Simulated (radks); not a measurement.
The fluorine anion F-, [Ne], held by a Watson sphere: a shell of charge +1 at radius R that stands for the Madelung well of a crystal (potential energy -1/R inside, -1/r outside, in hartree with lengths in bohr). Calculated with a radial shooting solver on a logarithmic mesh with Libxc functionals: scalar-relativistic Kohn-Sham, r2SCAN, spin-unpolarised, spherical densities, finite nucleus; meta-GGA in the generalised Kohn-Sham scheme; Fermi nuclear charge, rms radius of each element as measured or else 0.836 A^(1/3) + 0.57 fm.

[
 {"R (bohr)": "2.1", "e(1s) (eV)": "-664.74", "e(2s) (eV)": "-28.749", "e(2p) (eV)": "-9.194", "<r> 2p (bohr)": "1.216", "sum of <r^2> (bohr^2)": "14.81", "X-ray form factor at sin(theta)/lambda = 0.1 1/angstrom": "9.019"},
 {"R (bohr)": "2.28", "e(1s) (eV)": "-664.41", "e(2s) (eV)": "-28.189", "e(2p) (eV)": "-8.675", "<r> 2p (bohr)": "1.228", "sum of <r^2> (bohr^2)": "15.14", "X-ray form factor at sin(theta)/lambda = 0.1 1/angstrom": "9.002"},
 {"R (bohr)": "2.43", "e(1s) (eV)": "-664.12", "e(2s) (eV)": "-27.760", "e(2p) (eV)": "-8.269", "<r> 2p (bohr)": "1.237", "sum of <r^2> (bohr^2)": "15.38", "X-ray form factor at sin(theta)/lambda = 0.1 1/angstrom": "8.990"},
 {"R (bohr)": "2.45", "e(1s) (eV)": "-664.08", "e(2s) (eV)": "-27.705", "e(2p) (eV)": "-8.217", "<r> 2p (bohr)": "1.238", "sum of <r^2> (bohr^2)": "15.41", "X-ray form factor at sin(theta)/lambda = 0.1 1/angstrom": "8.989"},
 {"R (bohr)": "2.72", "e(1s) (eV)": "-663.57", "e(2s) (eV)": "-27.015", "e(2p) (eV)": "-7.552", "<r> 2p (bohr)": "1.251", "sum of <r^2> (bohr^2)": "15.80", "X-ray form factor at sin(theta)/lambda = 0.1 1/angstrom": "8.970"},
 {"R (bohr)": "2.85", "e(1s) (eV)": "-663.33", "e(2s) (eV)": "-26.713", "e(2p) (eV)": "-7.257", "<r> 2p (bohr)": "1.256", "sum of <r^2> (bohr^2)": "15.96", "X-ray form factor at sin(theta)/lambda = 0.1 1/angstrom": "8.963"},
 {"R (bohr)": "3.1", "e(1s) (eV)": "-662.89", "e(2s) (eV)": "-26.182", "e(2p) (eV)": "-6.734", "<r> 2p (bohr)": "1.265", "sum of <r^2> (bohr^2)": "16.25", "X-ray form factor at sin(theta)/lambda = 0.1 1/angstrom": "8.950"},
 {"R (bohr)": "3.23", "e(1s) (eV)": "-662.67", "e(2s) (eV)": "-25.928", "e(2p) (eV)": "-6.482", "<r> 2p (bohr)": "1.268", "sum of <r^2> (bohr^2)": "16.38", "X-ray form factor at sin(theta)/lambda = 0.1 1/angstrom": "8.945"}
]
